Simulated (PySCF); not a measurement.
## Excitation energy of Sn by level of theory

Sn [Kr] 4d10 5s2 5p2 (3P) → Sn [Kr] 4d10 5s1 5p3 (5S), as a difference of total energies. Calculation: PySCF 2.14, in x2c-TZVPPall with one added diffuse shell each of s, p, d, f type (9s7p5d3f, 76 functions); scalar relativity by spin-free X2C-1e. Correlated levels: valence: [Kr] 4d10 frozen; valence and next inner shell: [Ar] 3d10 frozen. The calculations carry no spin-orbit coupling.

```tsv
method	excitation energy (eV)	error (eV)
UHF	2.993	-1.614
LDA	5.349	+0.742
PBE	5.115	+0.508
PBE0	4.727	+0.120
r2SCAN	4.485	-0.122
B2PLYP	4.761	+0.154
BLYP	5.558	+0.951
wB97X-V	4.927	+0.320
BHandHLYP	4.875	+0.268
MP2 (valence)	3.734	-0.873
SCS-MP2 (valence)	4.067	-0.540
MP2 (valence and next inner shell)	4.459	-0.148
SCS-MP2 (valence and next inner shell)	4.690	+0.083
```

Reference: 4.607 eV (measured; NIST levels, between the centres of gravity of the two terms).

Errors of the correlated levels include the incompleteness of this basis and the frozen core.
